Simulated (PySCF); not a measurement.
C₆ coefficients of unlike pairs at PBE0

Calculated with PySCF 2.14 from the dipole response of each species, C₆(A,B) = (3/π) ∫ α_A(iu) α_B(iu) du, in atomic units, from isotropic polarisabilities. For ions this is the dispersion term alone; charge-induced terms of lower order in 1/R come first.

```csv
species,configuration,basis,relativity,α (bohr³),C₆ (like pair)
V⁺,[Ar] 3d4 (5D),"x2c-QZVPPall with one added diffuse shell each of s, p, d, f, g type (12s8p6d4f3g)",spin-free X2C,15.86,59.61
Ag,[Kr] 4d10 5s1 (2S),def2-QZVPPD with the def2 core potential (28 electrons) (7s5p4d4f2g),core potential,51.52,405.9
In,[Kr] 4d10 5s2 5p1 (2P),"x2c-QZVPPall with one added diffuse shell each of s, p, d, f type (14s10p8d5f1g)",spin-free X2C,75.02,778.8
Pd,[Kr] 4d10 (1S),"x2c-TZVPPall with one added diffuse shell each of s, p, d, f type (9s7p7d3f1g)",spin-free X2C,24.39,171.2
```

Q: Estimate C₆ for Pd with In.

A: The integral gives 343.3. The combination rule 2 C_A C_B / (C_A α_B/α_A + C_B α_A/α_B) gives 342.0 and the geometric mean 365.2.

No spin-orbit coupling is included.

The other pairs:

```json
{"pair": "In, Ag", "C₆": "560.1"}
{"pair": "Pd, Ag", "C₆": "254.0"}
{"pair": "Pd, V⁺", "C₆": "100.7"}
{"pair": "Ag, V⁺", "C₆": "152.4"}
{"pair": "In, V⁺", "C₆": "207.1"}
```
